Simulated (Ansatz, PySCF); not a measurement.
Species: HTe$_{2}$, charge 0, multiplicity 2. It need not be the lowest isomer of its formula. SMILES: [Te][TeH]
Geometry: optimised at B3LYP-D3(BJ)/def2-TZVP (Ansatz, an electronic-structure program).

Property: atomisation energy (electronic, to ground-state atoms), in eV. Valence correlation only, unless marked. UHF or UKS for open shells. Spin-orbit coupling is left out. The frozen core is the preceding noble-gas configuration, with the filled d and f shells of earlier blocks. In def2 rows, elements after Kr have scalar-relativistic effective core potentials. The coupled-cluster limit lacks core correlation, which all-electron functionals hold. Basis-set limits of correlation are two-point, X^-3; Hartree-Fock from the larger set.

| level | program | atomisation energy (eV) |
|---|---|---|
| PBE/def2-TZVPD | Ansatz | 5.63 |
| M06-L/def2-TZVPD | PySCF | 5.66 |
| r2SCAN/def2-TZVPD | Ansatz | 5.39 |
| PW6B95/def2-TZVPD | PySCF | 5.43 |
| SCS-MP2/def2-TZVPPD | Ansatz | 4.79 |
| CCSD(T)/def2-SVPD | Ansatz | 4.50 |
| CCSD(T)/CBS(def2-TZVPPD,def2-QZVPPD) | Ansatz | 5.27 |
